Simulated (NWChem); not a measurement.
System: C2H5BO3; SMILES CC1OB(O)O1

NWChem printed, in part:

```
             Northwest Computational Chemistry Package (NWChem) 7.3.0
             --------------------------------------------------------

 C1  symmetry detected

                             Geometry "geometry" -> ""
                             -------------------------

 Output coordinates in angstroms (scale by  1.889725989 to convert to a.u.)

  No.       Tag          Charge          X              Y              Z
 ---- ---------------- ---------- -------------- -------------- --------------
    1 C                    6.0000    -0.00914938    -2.04525149    -0.51311786
    2 C                    6.0000     0.01022389    -0.89857285     0.45139905
    3 O                    8.0000    -1.03277136     0.05703634     0.23308954
    4 B                    5.0000     0.02569608     0.92824598     0.02073009
    5 O                    8.0000     0.05892074     2.23557671    -0.27736976
    6 O                    8.0000     1.06278516     0.03687270     0.21620584
    7 H                    1.0000     0.88007534    -2.67482601    -0.36449746
    8 H                    1.0000    -0.90763837    -2.65815518    -0.35109869
    9 H                    1.0000    -0.01216416    -1.66732624    -1.54538643
   10 H                    1.0000     0.01431540    -1.23199045     1.50444480
   11 H                    1.0000    -0.82099197     2.61812807    -0.35220481

 Effective nuclear repulsion energy (a.u.)     235.7875665734

                                 NWChem DFT Module
                                 -----------------

 Summary of "ao basis" -> "ao basis" (spherical)
 ------------------------------------------------------------------------------
       Tag                 Description            Shells   Functions and Types
 ---------------- ------------------------------  ------  ---------------------
 C                          def2-svp                 6       14   3s2p1d
 O                          def2-svp                 6       14   3s2p1d
 B                          def2-svp                 6       14   3s2p1d
 H                          def2-svp                 3        5   2s1p

            General Information
            -------------------
          SCF calculation type: DFT
          Wavefunction type:  closed shell.
          No. of atoms     :    11
          No. of electrons :    46
           Alpha electrons :    23
            Beta electrons :    23
          Charge           :     0
          Spin multiplicity:     1
          Use of symmetry is: off; symmetry adaption is: off
          Maximum number of iterations: 150
          AO basis - number of functions:   109
                     number of shells:    51
          Convergence on energy requested:  1.00D-06
          Convergence on density requested:  1.00D-05
          Convergence on gradient requested:  5.00D-04

              XC Information
              --------------
                         SCAN Method XC Functional
                  SCAN metaGGA Exchange Functional  1.000
                        SCAN Correlation Potential  1.000

             Grid Information
             ----------------
          Grid used for XC integration:  xfine
          Radial quadrature: Mura-Knowles
          Angular quadrature: Lebedev.
          Tag              B.-S. Rad. Rad. Pts. Rad. Cut. Ang. Pts.
          ---              ---------- --------- --------- ---------
          C                   0.70      100          12.0      1454
          O                   0.60      100          13.0      1454
          B                   0.85      100          11.0      1454
          H                   0.35      100          13.0      1202
          Grid pruning is: on
          Number of quadrature shells:  1100
          Spatial weights used:  Erf1

      Superposition of Atomic Density Guess
      -------------------------------------

 Sum of atomic energies:        -326.32347238

      Non-variational initial energy
      ------------------------------

 Total energy =    -329.607408
 1-e energy   =    -912.729515
 2-e energy   =     347.334541
 HOMO         =      -0.371205
 LUMO         =       0.081672

     ---------------------------------------------
      Total Density - Mulliken Population Analysis
     ---------------------------------------------

    Atom       Charge   Shell Charges
 -----------   ------   -------------------------------------------------------
    1 C    6     6.22   1.99  0.97  0.15  2.09  1.00  0.02
    2 C    6     5.39   1.99  0.91  0.17  1.57  0.66  0.09
    3 O    8     8.63   1.99  1.11  0.67  3.04  1.80  0.01
    4 B    5     4.38   1.99  0.74  0.09  1.15  0.18  0.24
    5 O    8     8.49   1.99  1.10  0.55  3.07  1.76  0.01
    6 O    8     8.62   1.99  1.11  0.67  3.04  1.80  0.01
    7 H    1     0.89   0.66  0.20  0.03
    8 H    1     0.89   0.66  0.20  0.03
    9 H    1     0.91   0.67  0.22  0.03
   10 H    1     0.94   0.71  0.22  0.02
   11 H    1     0.65   0.52  0.07  0.06

   convergence    iter        energy       DeltaE   RMS-Dens  Diis-err
 ---------------- ----- ----------------- --------- --------- ---------
 d= 0,ls=0.0,diis     1   -329.3624608553 -5.65D+02  1.50D-02  1.17D+00
 d= 0,ls=0.0,diis     2   -329.2543951334  1.08D-01  8.82D-03  2.54D+00
 d= 0,ls=0.0,diis     3   -329.4960885799 -2.42D-01  1.14D-03  2.98D-02
 d= 0,ls=0.0,diis     4   -329.4983922163 -2.30D-03  5.38D-04  5.24D-03
 d= 0,ls=0.0,diis     5   -329.4988245392 -4.32D-04  1.95D-04  1.13D-03
  Resetting Diis
 d= 0,ls=0.0,diis     6   -329.4989310777 -1.07D-04  5.11D-05  5.10D-05
 d= 0,ls=0.0,diis     7   -329.4989363516 -5.27D-06  2.62D-05  3.76D-06
 d= 0,ls=0.0,diis     8   -329.4989355138  8.38D-07  1.83D-05  1.24D-05
 d= 0,ls=0.0,diis     9   -329.4989367146 -1.20D-06  2.67D-06  1.66D-07
 d= 0,ls=0.0,diis    10   -329.4989367314 -1.68D-08  6.27D-07  9.95D-09

         Total DFT energy =     -329.498936731438
      One electron energy =     -917.529349308133
           Coulomb energy =      394.784357132184
    Exchange-Corr. energy =      -42.541511128840
 Nuclear repulsion energy =      235.787566573351

 Numeric. integr. density =       46.000000048465

                       DFT Final Molecular Orbital Analysis
                       ------------------------------------

 Vector   21  Occ=2.000000D+00  E=-2.930249D-01
              MO Center=  4.0D-02,  8.9D-02,  2.1D-01, r^2= 2.1D+00
   Bfn.  Coefficient  Atom+Function         Bfn.  Coefficient  Atom+Function
  ----- ------------  ---------------      ----- ------------  ---------------
    74      0.448529   6 O  px               32      0.442167   3 O  px
    77      0.282868   6 O  px               35      0.281080   3 O  px
    46      0.210318   4 B  px               18     -0.163817   2 C  px
    73      0.111370   6 O  s                31     -0.101335   3 O  s
    49      0.084531   4 B  px               72      0.083057   6 O  s

 Vector   22  Occ=2.000000D+00  E=-2.775453D-01
              MO Center= -1.8D-01,  1.1D-02,  2.2D-01, r^2= 1.8D+00
   Bfn.  Coefficient  Atom+Function         Bfn.  Coefficient  Atom+Function
  ----- ------------  ---------------      ----- ------------  ---------------
    34      0.481511   3 O  pz               76     -0.391085   6 O  pz
    37      0.362317   3 O  pz               79     -0.295217   6 O  pz
    33      0.127198   3 O  py               36      0.105858   3 O  py
    75     -0.105343   6 O  py               78     -0.089321   6 O  py
    85     -0.068726   7 H  s                86     -0.063011   7 H  s

 Vector   23  Occ=2.000000D+00  E=-2.705088D-01
              MO Center=  2.2D-01,  1.6D-01,  1.6D-01, r^2= 3.2D+00
   Bfn.  Coefficient  Atom+Function         Bfn.  Coefficient  Atom+Function
  ----- ------------  ---------------      ----- ------------  ---------------
    76      0.365373   6 O  pz               62     -0.318519   5 O  pz
    79      0.260202   6 O  pz               65     -0.242961   5 O  pz
   100     -0.231467  10 H  s                34      0.227886   3 O  pz
    20     -0.207983   2 C  pz                3      0.181336   1 C  s
     5      0.166740   1 C  py               37      0.158490   3 O  pz

 Vector   24  Occ=0.000000D+00  E= 5.183318D-02
              MO Center= -5.6D-01,  1.6D+00, -1.1D-01, r^2= 5.0D+00
   Bfn.  Coefficient  Atom+Function         Bfn.  Coefficient  Atom+Function
  ----- ------------  ---------------      ----- ------------  ---------------
    45      0.988042   4 B  s               106      0.843938  11 H  s
    59     -0.632260   5 O  s                17     -0.545612   2 C  s
     3     -0.414149   1 C  s                86      0.295240   7 H  s
    91      0.291965   8 H  s                73     -0.258795   6 O  s
   101      0.255365  10 H  s                31     -0.243445   3 O  s

[...]

                         DFT ENERGY GRADIENTS

    atom               coordinates                        gradient
                 x          y          z           x          y          z
   1 C      -0.017290  -3.864965  -0.969652   -0.000060  -0.000806   0.000069
   2 C       0.019320  -1.698056   0.853021   -0.000049   0.005575  -0.001315
   3 O      -1.951655   0.107783   0.440475    0.006969  -0.000932   0.000599
   4 B       0.048559   1.754131   0.039174    0.000100  -0.001081   0.000380
   5 O       0.111344   4.224627  -0.524153   -0.002482   0.000001  -0.000041
   6 O       2.008373   0.069679   0.408570   -0.006802  -0.001009   0.000796
   7 H       1.663101  -5.054688  -0.688800    0.000126  -0.000245  -0.000110
   8 H      -1.715188  -5.023185  -0.663480   -0.000113  -0.000216  -0.000141
   9 H      -0.022987  -3.150790  -2.920357    0.000016  -0.000227  -0.000143
  10 H       0.027052  -2.328124   2.842988    0.000041  -0.000113  -0.000296
  11 H      -1.551450   4.947545  -0.665571    0.002252  -0.000947   0.000202
```

Level: SCAN/def2-SVP. Geometry: optimised at PBE0/def2-SVP.

### Question
Which NWChem input produces such a log?

### Answer
This is not unique; one that fits is the input that was run:
```
start job
memory heap 200 mb stack 900 mb global 1100 mb
geometry units angstroms noautoz
  C     -0.009484    -2.041902    -0.513881
  C      0.009714    -0.895001     0.450375
  O     -1.030656     0.062759     0.228986
  B      0.030229     0.931662     0.019256
  O      0.067035     2.238837    -0.279106
  O      1.064891     0.038144     0.217778
  H      0.877997    -2.673321    -0.362685
  H     -0.909707    -2.652853    -0.354128
  H     -0.008904    -1.664256    -1.546256
  H      0.010249    -1.228136     1.503518
  H     -0.811858     2.623234    -0.356425
end
basis spherical
  * library def2-svp
end
dft
  xc scan
  grid xfine
  iterations 150
  mulliken
end
task dft gradient
```
